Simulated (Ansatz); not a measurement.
Species: KF (charge +1, doublet). 
Structure (B3LYP-D3(BJ)/def2-TZVP (Ansatz, a program for electronic structure) minimum search):
```xyz
2

K      0.0000     0.0000    -0.9656
F      0.0000     0.0000     2.0386
```
Charge +1, spin multiplicity 2.

Parts of the frozen-core correlation energy in def2-SVP (Ansatz, hartree). Frozen orbitals: 10; correlated occupied orbitals by spin: 4 and 3; virtual: 24 and 25. UHF or UKS for open shells. Spin-orbit coupling is left out. No relativistic terms.

```
term                            value
-------------------------  ----------
reference (HF)             -698.21959
MP2 opposite-spin                   ?
MP2 same-spin                       ?
CCSD correlation             -0.15088
(T)                                 ?
CCSDT minus CCSD(T)          -0.00012
CCSDT(Q) minus CCSD(T)       -0.00021
T1 diagnostic                   0.006
largest doubles amplitude       0.045
<S^2> of the reference          0.753
```

Fill in the missing entries.


- MP2 opposite-spin, value: -0.10377
- MP2 same-spin, value: -0.03572
- (T), value: -0.00102
